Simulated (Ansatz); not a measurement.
Calculated with Ansatz (gas phase, PBE0-D4/def2-TZVP geometries, no zero-point term in ΔE). CBS: MP2 limit from def2 TZ/QZ plus the TZ coupled-cluster correction, frozen cores. DFT in def2-TZVPP. B3LYP here is the variant with VWN-RPA as its local correlation; programs differ in this. Each species was taken in one conformer, which may not be the lowest.

Reaction (redistribution): `CO[SiH](O)O[SiH3]` + `[SiH3]CS` → `CO[SiH](O)[SiH3]` + `[SiH3]OCS`

| level | ΔE (kJ/mol) | difference from CCSD(T)/CBS |
| --- | --- | --- |
| PBE-D4 | 196.7 | -36.2 |
| r2SCAN-D4 | 222.8 | -10.1 |
| PBE0-D4 | 212.0 | -20.9 |
| ωB97X-V | 220.0 | -12.9 |
| ωB97M-V | 231.2 | -1.7 |
| B2PLYP | 227.8 | -5.1 |
| PBE0 | 210.2 | -22.7 |
| B3LYP | 217.7 | -15.2 |
| HF/def2-TZVPP | 245.8 | 12.9 |
| MP2/def2-TZVPP | 241.9 | 9.0 |
| CCSD(T)/def2-TZVPP | 229.5 | -3.4 |
| MP2/def2-QZVPP | 244.8 | 11.9 |
| SCS-MP2/def2-QZVPP | 241.5 | 8.6 |
| HF/CBS(def2) | 248.7 | 15.8 |
| MP2/CBS(def2) | 245.4 | 12.5 |
| CCSD/CBS(def2) | 236.6 | 3.7 |
| CCSD(T)/CBS | 232.9 | 0 |

Largest T1 diagnostic among the species: 0.012.

From PBE to PBE0 (25 % exact exchange), in def2-TZVPP and without D4, ΔE moves by +15.6 kJ/mol. The D4 term adds +3.5 kJ/mol with B3LYP and +1.8 kJ/mol with PBE0; it sums over pairs of atoms, weighted by their polarisabilities, and B3LYP, whose exchange is more repulsive, gets the larger term.
